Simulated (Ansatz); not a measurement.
The Ansatz (a first-principles code) input:
Ansatz 0.2 input:
```yaml
crystal:
  periodic: [false, false, false]
  atoms:
    - {symbol: B, position_ang: [-0.01065557, 0.71135712, -0.06266828]}
    - {symbol: Cl, position_ang: [1.48570467, -0.08446017, -0.01439496]}
    - {symbol: Cl, position_ang: [-1.48257068, -0.12476251, 0.03282680]}
basis:
  gaussian:
    orbitals: 6-31G*
magnetization: {spin_polarized: true, initial_magnetization: 1}
correlation: {method: ccsd_t}
```

### Question
What does this run give for the T1 diagnostic, MP2 correlation energy, coupled-cluster correlation energy (without the perturbative part), number of basis functions, total energy, SCF-reference <S^2>?

### Answer

- T1 diagnostic: 0.015
- MP2 correlation energy: -0.3176 Eh
- coupled-cluster correlation energy (without the perturbative part): -0.3462 Eh
- number of basis functions: 53
- total energy: -944.0208 Eh
- SCF-reference <S^2>: 0.754
